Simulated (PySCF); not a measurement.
# SeO2: one-bond stretch

Level of theory: PBE in PySCF with Se def2-TZVP, O def2-TZVP; no relativity; density-fitted integrals.

Rigid scan from the singlet minimum (Se–O 1.632 Å (×2); O–Se–O 114.0°). Coordinate: the bond from Se to the last atom (O) scaled, the rest fixed. Energies in kJ/mol from the minimum.

(1) Predict the curve at 0.92, 0.96, 1.00, 1.05, 1.12, 1.20, 1.35, 1.55, 1.80, 2.20.

## Answers

(1) 
```json
{"scale of one bond": "0.92", "E (kJ/mol)": "46.6", "dipole size (D)": "2.56"}
{"scale of one bond": "0.96", "E (kJ/mol)": "10.1", "dipole size (D)": "2.58"}
{"scale of one bond": "1.00", "E (kJ/mol)": "0.0", "dipole size (D)": "2.63"}
{"scale of one bond": "1.05", "E (kJ/mol)": "11.8", "dipole size (D)": "2.72"}
{"scale of one bond": "1.12", "E (kJ/mol)": "54.9", "dipole size (D)": "2.87"}
{"scale of one bond": "1.20", "E (kJ/mol)": "121.5", "dipole size (D)": "3.06"}
{"scale of one bond": "1.35", "E (kJ/mol)": "252.9", "dipole size (D)": "3.39"}
{"scale of one bond": "1.55", "E (kJ/mol)": "399.0", "dipole size (D)": "–"}
{"scale of one bond": "1.80", "E (kJ/mol)": "522.9", "dipole size (D)": "–"}
{"scale of one bond": "2.20", "E (kJ/mol)": "627.2", "dipole size (D)": "–"}
```

At long bonds a restricted determinant can lie too high, and another spin state can fall below this curve.

Other isomers or separated fragments may lie lower.
